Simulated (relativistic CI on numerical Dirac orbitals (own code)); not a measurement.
Hyperfine structure of Sc VII, mass number 45

Computed by Dirac-Coulomb-Breit CI, orbitals from a KLI potential per configuration, QED by a radiative potential, unscaled Slater integrals (own radial code, finite nucleus).

Configuration list (outside the closed core [Ne]): 3s²3p³, 3s3p⁴, 3s²3p²3d, 3p⁵, 3s3p³3d, 3p⁴3d, 3s²3p²4s, 3s3p²3d², 3s²3p²4p, 3s²3p²4d, 3s²3p²4f, 3s3p³4s, 3s²3p²5s, 3s²3p²5p, 3s²3p3d², 3s²3d³, 3s3p3d³, 3s²3d²4s, 3s²3d²4p, 3s²3d²4d, 3p³3d², 3p²3d³, 3p²3d²4s, 3p²3d²4p, 3p²3d²4d. Double excitations out of closed p, d and f shells are left out; levels of such configurations are missing from the list, as are those of other unlisted configurations, and high levels can miss mixing partners. These lack a partner that the ground configuration has and come out too high: 3s²3p²4f, 3s3p³4s, 3s²3p²5s, 3s²3p²5p.

Nuclear spin I = 7/2, μ = 4.754 μN, Q = -0.22 b (tables of Stone and Pyykkö). The electronic factors are computed for point nuclear moments, without core polarisation or the Bohr-Weisskopf and QED corrections.

| Level | E (cm⁻¹) | A (MHz) | B (MHz) |
| --- | --- | --- | --- |
| 3s²3p³ ²D°3/2 | 32871.9 | 2330 | -289 |
| 3s²3p³ ²D°5/2 | 33517.9 | 4060 | 8.56 |
| 3s²3p³ ²P°1/2 | 53288.7 | 10860 |  |
| 3s²3p³ ²P°3/2 | 54134.5 | 2371 | 294 |
| 3s3p⁴ ⁴P5/2 | 174627.2 | 9253 | -574 |
| 3s3p⁴ ⁴P3/2 | 177296.7 | 8890 | 455 |
| 3s3p⁴ ⁴P1/2 | 178712.5 | 19330 |  |
| 3s3p⁴ ²D3/2 | 219531.8 | -2292 | 838 |

Levels with J = 0, under 50 % of one LS term, or S terms without an open s electron are left out. Small factors come from cancelling terms and can be off by tens of per cent or more.

At this charge configurations can still be misplaced by up to about 7 % of their energy. 7 of the 7 excited levels that our extract of the measured tables holds in this range could be paired (the sources list more); they are missed by 10642 cm⁻¹ on average and 21348 at most, and levels without a partner can miss by more. Some levels of the ground configuration have no partner and can miss by 10 % or more.

Q: Give the hyperfine levels of 3s²3p³ ²D°5/2 relative to its centre of gravity.

A: With K = F(F + 1) − I(I + 1) − J(J + 1), E = AK/2 + B[¾K(K + 1) − I(I + 1)J(J + 1)]/[2I(2I − 1)J(2J − 1)]: F = 1: -45670, F = 2: -37550, F = 3: -25380, F = 4: -9137, F = 5: 11160, F = 6: 35530 MHz.

LS names give the leading component of a level, which can be under half, so a name can repeat, a term be missing and a line seem to break the LS rules.
